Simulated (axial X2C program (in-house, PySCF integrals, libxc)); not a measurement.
Potential curves of SnBr⁺, 2c

Computed with an in-house all-electron X2C program for linear molecules (integrals from PySCF). Two-component (2c) means X2C with spin–orbit coupling and atomic mean-field two-electron Coulomb and Gaunt terms. Basis: Sn dyall-cv3z [11s12p9d4f1g], Br dyall-cv3z [8s9p6d4f1g] (cores contracted in-house); Gaussian nuclei, density fitting, unrestricted open shells. Masses: Sn 119.902 u, Br 78.918 u.

State: Ω = 0 (closed shell). Energies in eV from the fragments at the same level (Sn+ + Br). Fits are polynomials in 1 − R0/R over 0.85 to 1.23 times the lowest point R0.

```csv
R (Å),CCSD(T),MP2,HF
2.0941,,-2.1029,-0.7927
2.1904,-2.6979,-2.8241,-1.4955
2.2626,-3.0150,-3.1333,-1.7927
2.3348,-3.1852,-3.2950,-1.9435
2.4070,-3.2434,-3.3438,-1.9827
2.4912,-3.2058,-3.2942,-1.9234
2.5755,-3.0854,-3.1607,-1.7816
2.6838,-2.8489,-2.9055,-1.5177
2.8162,,-2.5160,-1.1195
3.0088,,-1.8853,-0.4768
```

Correlated methods: 10 electrons correlated (number of frozen shells: Sn 4 s, 3 p, 2 d; Br 3 s, 2 p, 1 d), 274 virtual spin orbitals or spinors in MP2.

The state is one determinant whose occupation by symmetry is held fixed; it was picked as the lowest of a PBE0 search that is not exhaustive. The closed shell is kept restricted, so the energy runs too high when the bond is stretched far. Dissociation energies refer to the lowest single-determinant-based atoms at the same level and basis. Coupled cluster ran in a truncated set of natural virtual spinors; the MP2 energy of the rest was added. (T) has no such correction and the atoms are truncated less, which lowers De at CCSD(T) by a hundredth of an eV or more. With the outer-core shells frozen, correlated bond lengths of heavy atoms tend to come out a few hundredths of an ångström too long. Coupled cluster ran on the points near the minimum only. MP2 and coupled cluster on one determinant become unreliable at the stretched end.

(1) Fit the CCSD(T) curve near its minimum: give the equilibrium distance, the harmonic wavenumber and the well depth.

(2) What are Re, ωe and De at the MP2 level?

(3) What are Re, ωe and De at the HF level?

Answers

(1) At CCSD(T), 2c: Re = 2.417 Å, ωe ≈ 298 cm⁻¹, De = 3.24 eV to Sn+ + Br; Be follows as 0.0606 cm⁻¹.

(2) At MP2, 2c: Re = 2.409 Å, ωe ≈ 304 cm⁻¹, De = 3.34 eV to Sn+ + Br; Be follows as 0.061 cm⁻¹.

(3) At HF, 2c: Re = 2.401 Å, ωe ≈ 307 cm⁻¹, De = 1.98 eV to Sn+ + Br; Be follows as 0.0614 cm⁻¹.
